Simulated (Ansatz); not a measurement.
C₃H₉As⁺, that is AsMe3 with one electron fewer. Total charge 1; doublet. Geometry B3LYP-D4/def2-SVP; atoms count from 1.

```xyz
13

As    0.0131   -0.5946    0.1777
C     0.3069    0.4940    1.7522
H    -0.4910    0.2998    2.4823
H     0.2837    1.5515    1.4374
H     1.2872    0.2503    2.1848
C    -1.7285   -0.2535   -0.5974
H    -1.7530    0.8035   -0.9138
H    -2.5049   -0.4398    0.1575
H    -1.8749   -0.9110   -1.4655
C     1.4238   -0.3414   -1.1247
H     1.2440   -0.9980   -1.9873
H     2.3922   -0.5765   -0.6618
H     1.4014    0.7155   -1.4414
```

(1) Estimate the Mulliken populations from the PBE0/def2-TZVP orbitals of Ansatz.

(2) Where does the spin sit?

(3) And the Mayer bond orders between heavy atoms (over 0.3)?

Answers

(1) 
```tsv
atom	charge (e)	spin (α − β)
As1	0.48	0.83
C2	-0.42	0.03
H3	0.20	0.00
H4	0.20	0.03
H5	0.20	0.00
C6	-0.42	0.03
H7	0.20	0.03
H8	0.20	0.00
H9	0.20	0.00
C10	-0.42	0.03
H11	0.20	0.00
H12	0.20	0.00
H13	0.20	0.03
```
Mulliken values depend strongly on the basis.

(2) Summed by element: As 0.83, C 0.08, H 0.09, of 1 unpaired in all. Largest on single atoms: As1 0.83, H4 0.03, H7 0.03.

(3) As1–C2 1.00 (1.94 Å); As1–C6 1.00 (1.94 Å); As1–C10 1.00 (1.94 Å).
